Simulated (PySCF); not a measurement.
# How methods differ on the ionisation energy of Os⁺

Os⁺ [Xe] 4f14 5d6 6s1 (6D) → Os²⁺ [Xe] 4f14 5d6 (5D), as a difference of total energies. Computed with PySCF 2.14 in aug-cc-pVDZ-PP with ECP60MDF (5s5p4d2f, 54 functions), with scalar relativity through the core potential. Correlated levels: valence: 5s2 5p6 frozen. The calculations carry no spin-orbit coupling.

Order these methods by the ionisation energy they give, lowest first.
A. r2SCAN
B. MN15
C. LC-wPBE
D. M06-L

D (16.711 eV), C (16.948 eV), B (17.475 eV), A (17.532 eV).

The reference lies between the lowest fine-structure levels, while these numbers refer to the centres of the terms.

Errors of the correlated levels include the incompleteness of this basis and the frozen core.

For comparison: 17 ± 1 eV (semi-empirical (NIST evaluation); NIST Atomic Spectra Database, ionization energies).
